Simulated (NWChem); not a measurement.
System: CH₃BF₂; SMILES CB(F)F

NWChem input:

```
start job
memory heap 200 mb stack 900 mb global 1100 mb
geometry units angstroms
  B     -0.022458     0.023791    -0.026020
  F      1.268711    -0.235821    -0.088574
  F     -0.608858    -0.478419     1.042123
  C     -0.781536     0.845454    -1.128204
  H     -1.790423     1.105244    -0.824548
  H     -0.847823     0.269412    -2.049575
  H     -0.245433     1.758177    -1.376210
end
basis spherical
  * library def2-svp
end
dft
  xc xpbe96 cpbe96
  disp vdw 4
  iterations 150
end
driver
  maxiter 120
end
task dft optimize
task dft freq
```

Output (shortened):

```
             Northwest Computational Chemistry Package (NWChem) 7.3.0
             --------------------------------------------------------

 C1  symmetry detected

                             Geometry "geometry" -> ""
                             -------------------------

 Output coordinates in angstroms (scale by  1.889725989 to convert to a.u.)

  No.       Tag          Charge          X              Y              Z
 ---- ---------------- ---------- -------------- -------------- --------------
    1 B                    5.0000    -0.00274124    -0.07219160     0.00326006
    2 F                    9.0000     1.11603293    -0.76987537     0.00002236
    3 F                    9.0000    -1.08854444    -0.81920567    -0.00001495
    4 C                    6.0000    -0.02864588     1.49798850     0.00169355
    5 H                    1.0000    -1.02386163     1.89227251     0.17956009
    6 H                    1.0000     0.31553527     1.88007063    -0.95783522
    7 H                    1.0000     0.64651138     1.90241322     0.75174688

 Effective nuclear repulsion energy (a.u.)     110.7909347796

                                Z-matrix (autoz)
                                --------

 Units are Angstrom for bonds and degrees for angles

[...]

      ----------------------
      Optimization converged
      ----------------------

  Step       Energy      Delta E   Gmax     Grms     Xrms     Xmax
  ---- ---------------- -------- -------- -------- -------- --------
@    4    -264.09374781 -4.7D-07  0.00019  0.00005  0.00058  0.00112
                                     ok       ok       ok       ok

                                Z-matrix (autoz)
                                --------

 Units are Angstrom for bonds and degrees for angles

[...]

 Rotational Constants
 --------------------
 A=   0.325618 cm-1  (  0.468482 K)
 B=   0.273294 cm-1  (  0.393201 K)
 C=   0.152849 cm-1  (  0.219910 K)

 Temperature                      =   298.15K
 frequency scaling parameter      =   1.0000

 Zero-Point correction to Energy  =   27.989 kcal/mol  (  0.044603 au)
 Thermal correction to Energy     =   30.491 kcal/mol  (  0.048590 au)
 Thermal correction to Enthalpy   =   31.083 kcal/mol  (  0.049534 au)

 Total Entropy                    =   66.118 cal/mol-K
   - Translational                =   38.372 cal/mol-K (mol. weight =  64.0296)
   - Rotational                   =   24.277 cal/mol-K (symmetry #  =        1)
   - Vibrational                  =    3.470 cal/mol-K

 Cv (constant volume heat capacity) =   12.728 cal/mol-K
   - Translational                  =    2.979 cal/mol-K
   - Rotational                     =    2.979 cal/mol-K
   - Vibrational                    =    6.769 cal/mol-K

[normal modes left out]

 ----------------------------------------------------------------------------
 Normal Eigenvalue ||           Projected Infra Red Intensities
  Mode   [cm**-1]  || [atomic units] [(debye/angs)**2] [(KM/mol)] [arbitrary]
 ------ ---------- || -------------- ----------------- ---------- -----------
    1      -25.877 ||    0.000625           0.014         0.609       0.178
    2       -0.000 ||    0.000818           0.019         0.798       0.232
    3        0.000 ||    0.000280           0.006         0.273       0.080
    4        0.000 ||    0.000213           0.005         0.207       0.060
    5        0.000 ||    0.000011           0.000         0.011       0.003
    6        0.000 ||    0.001175           0.027         1.146       0.334
    7        0.000 ||    0.000156           0.004         0.152       0.044
    8      323.908 ||    0.000028           0.001         0.028       0.008
    9      457.488 ||    0.005709           0.132         5.566       1.621
   10      478.045 ||    0.015071           0.348        14.691       4.279
   11      764.873 ||    0.000222           0.005         0.217       0.063
   12      839.878 ||    0.000650           0.015         0.634       0.185
   13      870.968 ||    0.049091           1.133        47.857      13.940
   14     1215.047 ||    0.024823           0.573        24.199       7.049
   15     1337.252 ||    0.250235           5.773       243.941      71.055
   16     1355.966 ||    0.270322           6.237       263.523      76.758
   17     1389.208 ||    0.017002           0.392        16.575       4.828
   18     1405.871 ||    0.097272           2.244        94.826      27.621
   19     2983.249 ||    0.000300           0.007         0.292       0.085
   20     3061.936 ||    0.001459           0.034         1.423       0.414
   21     3104.323 ||    0.004098           0.095         3.995       1.164
 ----------------------------------------------------------------------------

 ===============================================================================
      Negative Nuclear Hessian Mode    1  Eigenvalue =    -25.88 cm**(-1)
 -------------------------------------------------------------------------------
   Raw step length:  0.510 angstroms ;  The Raw step for this mode is:
    1 B                    5.0000     0.00322293     0.00000146     0.00863649
    2 F                    9.0000     0.00096263    -0.00348580     0.01900005
    3 F                    9.0000     0.00063013     0.00378432    -0.02355992
    4 C                    6.0000    -0.00137198    -0.00026075     0.00483557
    5 H                    1.0000     0.03893475    -0.00820153     0.26035291
    6 H                    1.0000    -0.29472021    -0.02965126    -0.11607021
    7 H                    1.0000     0.20688973     0.03531404    -0.21024500

  Geometry after  100.0% step for mode  1; Step length =  0.510 angstroms
   Maximum component (any atom: x,y, or z) displacement:  0.557
    1 B                    5.0000    -0.00280159    -0.07396945     0.01411609
    2 F                    9.0000     1.14678799    -0.75333984     0.01491577
    3 F                    9.0000    -1.11345628    -0.81404889    -0.02799026
    4 C                    6.0000    -0.03725585     1.48963280     0.01310013
    5 H                    1.0000    -1.00702385     1.89630974     0.44315935
    6 H                    1.0000     0.03091820     1.83192959    -1.09091617
    7 H                    1.0000     0.87166575     1.93245876     0.55499776

  Geometry after -100.0% step for mode  1; Step length =  0.510 angstroms
   Maximum component (any atom: x,y, or z) displacement:  0.557
    1 B                    5.0000    -0.00924744    -0.07397238    -0.00315690
    2 F                    9.0000     1.14486273    -0.74636825    -0.02308433
    3 F                    9.0000    -1.11471654    -0.82161754     0.01912957
    4 C                    6.0000    -0.03451188     1.49015430     0.00342898
    5 H                    1.0000    -1.08489336     1.91271281    -0.07754647
    6 H                    1.0000     0.62035861     1.89123211    -0.85877574
    7 H                    1.0000     0.45788629     1.86183068     0.97548776

  Geometry after   50.0% step for mode  1; Step length =  0.255 angstroms
   Maximum component (any atom: x,y, or z) displacement:  0.278
    1 B                    5.0000    -0.00441305    -0.07397018     0.00979784
    2 F                    9.0000     1.14630668    -0.75159694     0.00541574
    3 F                    9.0000    -1.11377134    -0.81594105    -0.01621030
    4 C                    6.0000    -0.03656986     1.48976317     0.01068234
    5 H                    1.0000    -1.02649123     1.90041051     0.31298289
    6 H                    1.0000     0.17827830     1.84675522    -1.03288106
    7 H                    1.0000     0.76822088     1.91480174     0.66012026

  Geometry after  -50.0% step for mode  1; Step length =  0.255 angstroms
   Maximum component (any atom: x,y, or z) displacement:  0.278
    1 B                    5.0000    -0.00763598    -0.07397165     0.00116135
    2 F                    9.0000     1.14534404    -0.74811114    -0.01358430
    3 F                    9.0000    -1.11440148    -0.81972538     0.00734961
    4 C                    6.0000    -0.03519787     1.49002392     0.00584677
    5 H                    1.0000    -1.06542598     1.90861204     0.05262998
    6 H                    1.0000     0.47299851     1.87640648    -0.91681085
    7 H                    1.0000     0.56133116     1.87948770     0.87036526

  Geometry after   35.9% step for mode  1; Step length =  0.183 angstroms
   Maximum component (any atom: x,y, or z) displacement:  0.200
    1 B                    5.0000    -0.00486714    -0.07397039     0.00858100
    2 F                    9.0000     1.14617105    -0.75110581     0.00273873
    3 F                    9.0000    -1.11386013    -0.81647425    -0.01289082
    4 C                    6.0000    -0.03637655     1.48979991     0.01000104
    5 H                    1.0000    -1.03197695     1.90156607     0.27630043
    6 H                    1.0000     0.21980295     1.85093294    -1.01652733
    7 H                    1.0000     0.73907112     1.90982616     0.68974276

  Geometry after  -35.9% step for mode  1; Step length =  0.183 angstroms
   Maximum component (any atom: x,y, or z) displacement:  0.200
    1 B                    5.0000    -0.00718188    -0.07397144     0.00237819
    2 F                    9.0000     1.14547967    -0.74860228    -0.01090729
    3 F                    9.0000    -1.11431269    -0.81919218     0.00403014
    4 C                    6.0000    -0.03539118     1.48998719     0.00652808
    5 H                    1.0000    -1.05994026     1.90745648     0.08931245
    6 H                    1.0000     0.43147385     1.87222876    -0.93316458
    7 H                    1.0000     0.59048092     1.88446327     0.84074275

  Geometry after   18.0% step for mode  1; Step length =  0.092 angstroms
   Maximum component (any atom: x,y, or z) displacement:  0.100
    1 B                    5.0000    -0.00544583    -0.07397065     0.00703030
    2 F                    9.0000     1.14599820    -0.75047993    -0.00067277
    3 F                    9.0000    -1.11397327    -0.81715373    -0.00866058
    4 C                    6.0000    -0.03613021     1.48984673     0.00913280
    5 H                    1.0000    -1.03896777     1.90303867     0.22955343
    6 H                    1.0000     0.27272068     1.85625689    -0.99568664
    7 H                    1.0000     0.70192357     1.90348544     0.72749276

  Geometry after  -18.0% step for mode  1; Step length =  0.092 angstroms
   Maximum component (any atom: x,y, or z) displacement:  0.100
    1 B                    5.0000    -0.00660320    -0.07397118     0.00392889
    2 F                    9.0000     1.14565252    -0.74922816    -0.00749578
    3 F                    9.0000    -1.11419955    -0.81851270    -0.00020010
    4 C                    6.0000    -0.03563752     1.48994037     0.00739632
    5 H                    1.0000    -1.05294943     1.90598388     0.13605944
    6 H                    1.0000     0.37855613     1.86690480    -0.95400526
    7 H                    1.0000     0.62762847     1.89080400     0.80299276
```

Level: PBE-D3(BJ)/def2-SVP. The optimisation ended at a saddle point (imaginary frequency).
